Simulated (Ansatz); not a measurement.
Cost and result for the atomization energy of `[OH][Al]([GaH2])[CH2]F` (10 atoms, 9 bonds).

```xyz
10

O    -0.981    0.302   -2.010
Al   -0.253    0.112   -0.485
Ga   -0.373    1.993    1.173
C     0.680   -1.584   -0.025
F     1.172   -1.438    1.287
H    -0.996   -0.346   -2.712
H    -1.548    2.127    2.218
H     0.730    3.118    1.259
H     0.033   -2.469   -0.034
H     1.536   -1.816   -0.671
```

Total charge 0; spin multiplicity 1. Correlated methods include outer-core shells of Ga, which these sets cover unevenly. Scalar relativity is left out up to krypton. All single points use the PBE0-D4/def2-TZVP geometry. It is one conformer, not always the lowest. Program: Ansatz. All runs use 4 threads of an Arm Neoverse V2 on a shared host. Times are those of one run each, without the atoms' runs, and a repeat can differ threefold. Electronic energies, without spin–orbit coupling; frozen cores. CCSD(T)/CBS adds CCSD(T) − MP2 in def2-TZVPP to the MP2 limit, and its time is that of the two runs behind it. T1 = 0.013. With those shells the extrapolation isn't a true limit. HSE06 is the plane-wave form, built on full-range PBE exchange.

CCSD(T)/CBS is a level of theory with its own doubt, some kJ/mol a heavy atom from the limit and from the frozen cores, so smaller differences don't rank the functionals.

```csv
level,functions,wall time
LDA (SPW92)/def2-TZVPP,253,1.6 s
BLYP-D4/def2-TZVPP,253,2.6 s
PBE-D4/def2-TZVPP (with forces),253,3.1 s
PBE0-D4/def2-TZVPP,253,3.9 s
CAM-B3LYP-D4/def2-TZVPP,253,4.5 s
HSE06-D4/def2-TZVPP,253,4.6 s
r2SCANh-D4/def2-TZVPP,253,7.5 s
ωB97X-V/def2-TZVPP,253,10 s
CCSD(T)/def2-SVP,117,10 s
B97M-V/def2-TZVPP,253,12 s
MP2/def2-QZVPP,480,28 s
CCSD(T)/def2-TZVPP,253,4.3 min
CCSD(T)/CBS(def2),–,4.8 min
```

(1) What atomization energy does each give, and how far from CCSD(T)/CBS? (An estimate is asked.)

## Answers

(1) Computed: 
| level | atomization (kcal/mol) | difference from CCSD(T)/CBS | per bond |
| --- | --- | --- | --- |
| LDA (SPW92)/def2-TZVPP | 873.9 | 110.0 | 12.2 |
| BLYP-D4/def2-TZVPP | 754.6 | -9.3 | -1.0 |
| PBE-D4/def2-TZVPP (with forces) | 769.5 | 5.6 | 0.6 |
| PBE0-D4/def2-TZVPP | 753.8 | -10.1 | -1.1 |
| CAM-B3LYP-D4/def2-TZVPP | 762.7 | -1.2 | -0.1 |
| HSE06-D4/def2-TZVPP | 754.3 | -9.6 | -1.1 |
| r2SCANh-D4/def2-TZVPP | 757.2 | -6.7 | -0.7 |
| ωB97X-V/def2-TZVPP | 763.9 | 0.0 | 0.0 |
| CCSD(T)/def2-SVP | 713.0 | -50.9 | -5.7 |
| B97M-V/def2-TZVPP | 764.3 | 0.4 | 0.0 |
| MP2/def2-QZVPP | 770.3 | 6.4 | 0.7 |
| CCSD(T)/def2-TZVPP | 744.3 | -19.6 | -2.2 |
| CCSD(T)/CBS(def2) | 763.9 | 0.0 | 0.0 |

From PBE to PBE0 (25 % exact exchange), in def2-TZVPP and without D4, the atomization energy moves by −15.0 kcal/mol: exact exchange takes away binding that semilocal exchange gives to molecules. At CCSD(T), def2-SVP lies −51.0 kcal/mol from the extrapolated value and def2-TZVPP −19.6 kcal/mol: correlation converges slowly with the basis, and small sets miss more of it in the bonded molecule than in its fragments. In def2-TZVPP, CCSD(T) changes the Hartree–Fock value by +202.1 kcal/mol (the triples alone add +11.3 kcal/mol) and MP2 by +216.4 kcal/mol; breaking electron pairs costs correlation energy, which Hartree–Fock lacks.
